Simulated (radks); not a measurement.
The arsenic anion As- inside a hard spherical wall (all orbitals vanish at R), configuration held at [Ar] 3d10 4s2 4p4 and not refilled when levels cross. Calculated with a radial shooting solver on a logarithmic mesh with Libxc functionals: non-relativistic Kohn-Sham, PBE, spin-polarised, spherical densities, point nucleus; open shells are filled with parallel spins first. Eigenvalues in eV for spin up, with the zero of energy where the potential of the charges vanishes at infinity; a dash marks a level that is unbound or too diffuse for the functional's potential to be trusted. A positive occupied level is held by the wall or, in an anion where self-interaction has pushed it up, behind a barrier. The pressure on the wall is -dE/dV.

R (bohr) = 15: E (hartree) -2235.55996; kinetic (hartree) 2234.148; e(3p) -124.98; e(3d) -34.465; e(4s) -7.706; e(4p) 0.610; e(5s, empty) 2.713; e(5p, empty) 3.310; pressure (GPa) 0.00210
R (bohr) = 10: E (hartree) -2235.55590; kinetic (hartree) 2234.164; e(3p) -124.57; e(3d) -34.052; e(4s) -7.321; e(4p) 0.948; e(5s, empty) 4.285; e(5p, empty) 5.892; pressure (GPa) 0.0593
R (bohr) = 8: E (hartree) -2235.54449; kinetic (hartree) 2234.215; e(3p) -123.93; e(3d) -33.415; e(4s) -6.786; e(4p) 1.445; e(5s, empty) 6.202; e(5p, empty) 8.850; pressure (GPa) 0.411
R (bohr) = 6: E (hartree) -2235.48210; kinetic (hartree) 2234.479; e(3p) -121.92; e(3d) -31.411; e(4s) -5.257; e(4p) 3.028; e(5s, empty) 11.710; e(5p, empty) 16.424; pressure (GPa) 4.59
R (bohr) = 5: E (hartree) -2235.35460; kinetic (hartree) 2234.987; e(3p) -119.29; e(3d) -28.813; e(4s) -3.355; e(4p) 5.206; e(5s, empty) 18.960; e(5p, empty) 25.443; pressure (GPa) 20.0
R (bohr) = 3.5: E (hartree) -2234.38046; kinetic (hartree) 2238.333; e(3p) -108.77; e(3d) -18.493; e(4s) 5.265; e(4p) 15.703; e(5s, empty) 52.587; e(5p, empty) 63.558; pressure (GPa) 296
R (bohr) = 3: E (hartree) -2233.21260; kinetic (hartree) 2241.935; e(3p) -101.25; e(3d) -11.172; e(4s) 13.087; e(4p) 25.181; e(5s, empty) 81.965; e(5p, empty) 95.247; pressure (GPa) 885
R (bohr) = 2.5: E (hartree) -2230.48137; kinetic (hartree) 2249.966; e(3p) -89.012; e(3d) 0.775; e(4s) 28.997; e(4p) 43.926; e(5s, empty) 137.71; e(5p, empty) 153.72; pressure (GPa) 3150
R (bohr) = 2: E (hartree) -2223.03288; kinetic (hartree) 2271.234; e(3p) -66.329; e(3d) 23.537; e(4s) 67.642; e(4p) 87.432; e(5s, empty) 257.59; e(5p, empty) 275.75; pressure (GPa) 14600
R (bohr) = 1.5: E (hartree) -2197.14102; kinetic (hartree) 2342.182; e(3p) -14.604; e(3d) 78.688; e(4s) 188.25; e(4p) 214.56; e(5s, empty) 569.72; e(5p, empty) 582.92; pressure (GPa) 102000
